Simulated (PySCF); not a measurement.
**Correlation energy of F⁺ (fluorine, charge +1)**

[He] 2s2 2p4, high-spin 3P determinant. All numbers are calculated (PySCF 2.14, no relativity, point nucleus, in def2-SVP (3s2p1d, 14 functions)). Frozen: 1s2; 6 electrons correlated.

MP2 pair energies summed by pair of shells (mhartree):

| pair | energy | share (%) |
| --- | --- | --- |
| 2p-2p | -45.51 | 48.0 |
| 2s-2p | -42.32 | 44.7 |
| 2s-2s | -6.90 | 7.3 |

Total MP2 correlation energy: -94.73 mhartree.

Same-spin part -23.40 and opposite-spin part -71.33 mhartree; SCS-MP2 scales them by 1/3 and 6/5 to -93.40 mhartree.

```tsv
level	correlation energy (mhartree)
CCSD	-109.06
(T)	-0.82
CCSD(T)	-109.88
```

Diagnostics: T1 = 0.0041, D1 = 0.0069, largest double amplitude 0.042.

Cost of the coupled-cluster step: 0.06 s of wall time on 1 thread of Neoverse-V2 (shared host), for 6 correlated electrons.
